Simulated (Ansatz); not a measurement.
C2H6O2Si can be A, `C1OC[SiH2]O1`, or B, `O[SiH]1CCO1`.

Computed with Ansatz on PBE0-D4/def2-TZVP structures; ΔE is electronic, products minus reactants. CCSD(T)/CBS adds triple-zeta CCSD(T) − MP2 to the extrapolated MP2 energy (def2 sets, frozen cores). Functionals use def2-TZVPP. B3LYP here is the variant with VWN-RPA as its local correlation; programs differ in this. Each species was taken in one conformer, which may not be the lowest.

Question: Which is lower in electronic energy at CCSD(T)/CBS, and by how much? (An estimate is asked.)

Answer: Ansatz gave: B, by 173.5 kJ/mol.

Question: Give E(B) − E(A) in kJ/mol with PBE0-D4, PBE-D4, B3LYP-D4, CCSD(T)/def2-TZVPP, CCSD/def2-TZVPP, B3LYP, HF/def2-TZVPP. (Best estimate.)

Answer: Ansatz gave: PBE0-D4 -163.6, PBE-D4 -159.4, B3LYP-D4 -161.7, CCSD(T)/def2-TZVPP -169.0, CCSD/def2-TZVPP -169.7, B3LYP -163.0, HF/def2-TZVPP -160.7. None reverses the order clearly.

Largest T1 diagnostic: 0.013.

From PBE to PBE0 (25 % exact exchange), in def2-TZVPP and without D4, E(B) − E(A) moves by −4.1 kJ/mol. In def2-TZVPP, CCSD(T) changes the Hartree–Fock value by −8.2 kJ/mol (the triples alone add +0.8 kJ/mol) and MP2 by −20.4 kJ/mol.
